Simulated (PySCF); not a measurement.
Si(H)(F)(Me)(OMe) (C₂H₇FOSi), SMILES CO[SiH](C)F. The structure is a stationary point at PBE-D3(BJ)/def2-SVP. The structure was generated by enumeration, and PubChem lists no compound with its InChIKey, so it may never have been made. Other conformers were not sampled.

Task: Give the equilibrium geometry at PBE-D3(BJ)/def2-SVP (PySCF confirms it by a frequency run) as bond lengths and angles. (The exact figures need the calculation; the answer reports its results.)

Result: Several could match; the one computed here: 
Atoms: Si1 C2 F3 O4 C5 H6 H7 H8 H9 H10 H11 H12. Bonds (Å): Si1–C2 1.860, Si1–F3 1.644, Si1–O4 1.667, Si1–H6 1.503, C2–H7 1.108, C2–H8 1.108, C2–H9 1.108, O4–C5 1.416, C5–H10 1.113, C5–H11 1.109, C5–H12 1.115. Bond angles (°): C2–Si1–F3 109.5, C2–Si1–O4 107.4, C2–Si1–H6 114.8, F3–Si1–O4 109.4, F3–Si1–H6 105.6, O4–Si1–H6 110.0, Si1–C2–H7 110.6, Si1–C2–H8 110.9, Si1–C2–H9 110.2, H7–C2–H8 108.4, H7–C2–H9 108.2, H8–C2–H9 108.4, Si1–O4–C5 124.0, O4–C5–H10 111.6, O4–C5–H11 108.7, O4–C5–H12 112.3, H10–C5–H11 108.1, H10–C5–H12 108.0, H11–C5–H12 108.0.
